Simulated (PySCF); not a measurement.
```xyz
12

B      1.7361    -0.6238     0.0102
C      0.2298    -0.3896     0.0537
C     -0.6486    -1.4417     0.2824
S     -2.2777    -0.9709     0.2916
C     -1.8659     0.6753    -0.0128
C     -0.5102     0.8456    -0.1167
S      0.1929     2.4257    -0.4258
H      2.5248     0.2742    -0.1873
H      2.1678    -1.7402     0.1775
H     -0.3753    -2.4843     0.4459
H     -2.6470     1.4294    -0.0985
H      1.4732     2.0001    -0.4202
```

Charge 0, multiplicity 1.

### Question
Give the Mulliken and meta-Löwdin atomic charges from PBE0-D4/def2-TZVP // PBE0-D4/def2-SVP in PySCF.

### Answer

```
atom  Mulliken (e)  meta-Löwdin (e)
----  ------------  ---------------
B1           -0.06            -0.06
C2            0.00            -0.12
C3           -0.13            -0.21
S4            0.10             0.35
C5           -0.18            -0.31
C6           -0.03            -0.08
S7           -0.17            -0.01
H8           -0.02             0.00
H9            0.01             0.01
H10           0.17             0.15
H11           0.16             0.15
H12           0.16             0.12
```
